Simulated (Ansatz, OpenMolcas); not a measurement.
CH7NSn (SMILES C[NH][SnH3]): methods side by side

CH7NSn: 10 atoms, total charge 0, spin state singlet. As SMILES, `C[NH][SnH3]`. Geometry: relaxed at PBE0-D4/def2-TZVP.

Quantity: the vertical energy of the triplet above the singlet, in eV. The values are calculated.

| level | kind | program | value (eV) | CPU time (all runs) |
| --- | --- | --- | --- | --- |
| BLYP/def2-SVP (core potential) | GGA | Ansatz | 4.65 | 19 s |
| PBE/def2-SVP (core potential) | GGA | OpenMolcas | 4.64 | 2.1 min |
| revPBE/def2-SVP (core potential) | GGA | OpenMolcas | 4.68 | 2.2 min |
| M06-2X/def2-SVP (core potential) | hybrid meta-GGA | OpenMolcas | 5.06 | 3 min |
| PBE0/def2-SVP (core potential) | global hybrid | Ansatz | 4.80 | 24 s |
| HSE06/def2-SVP (core potential) | range-separated hybrid | Ansatz | 4.78 | 25 s |
| MP2/def2-SVP (core potential) | perturbation theory | Ansatz | 5.33 | 9.3 s |
| BCCD(T)/def2-SVP (core potential) | coupled cluster or CI | Ansatz | 5.09 | 3 min |

Spin-orbit coupling is left out. The values span 4.64 to 5.33 eV. In the correlated wave-function rows the outer d shell of Sn is correlated, in sets not made for it. CPU times are rough (shared hosts, several kinds of processor and program).
